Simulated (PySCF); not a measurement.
Isomers of C7H4ClFO, one conformer each; single-point electronic energies without zero-point terms and without any empirical dispersion term.

Level: wB97X-D/pcSseg-2 in PySCF, non-relativistic, each on one gas-phase PBE0-D3(BJ)/def2-TZVP geometry that isn't relaxed in the solvent. The solvent is an IEF-PCM continuum (Bondi radii, 1.10 Å for H, scaled by 1.2). The model holds no explicit solvent molecules, cavitation or dispersion.

| isomer | relative energy, gas (kcal/mol) | dipole (D) |
| --- | --- | --- |
| `c1(ccc(C(=O)F)cc1)Cl` | 0.0 | 2.44 |
| `O=C(Cl)c1cccc(F)c1` | 8.2 | 3.05 |
| `O=C(Cl)c1ccccc1F` | 12.7 | 4.20 |

Task: How do the relative energies look in chloroform (ε = 4.711)?

Result: 
| isomer | relative energy, solvent (kcal/mol) | E(solvent) − E(gas) (kcal/mol) | dipole in solvent (D) |
| --- | --- | --- | --- |
| `c1(ccc(C(=O)F)cc1)Cl` | 0.0 | -3.6 | 2.86 |
| `O=C(Cl)c1cccc(F)c1` | 8.5 | -3.3 | 3.71 |
| `O=C(Cl)c1ccccc1F` | 12.7 | -3.6 | 5.12 |

The order is unchanged. Conformers: `[O:1]=[C:2]([F:3])[c:4]1[cH:5][cH:6][c:7]([Cl:8])[cH:9][cH:10]1` with O1–C2–C4–C5 180°; `[O:1]=[C:2]([Cl:3])[c:4]1[cH:5][cH:6][cH:7][c:8]([F:9])[cH:10]1` with O1–C2–C4–C5 -1°; `[O:1]=[C:2]([Cl:3])[c:4]1[cH:5][cH:6][cH:7][cH:8][c:9]1[F:10]` with O1–C2–C4–C5 -27°. The gains span 0.3 kcal/mol, the gas-phase energies 12.7 kcal/mol.
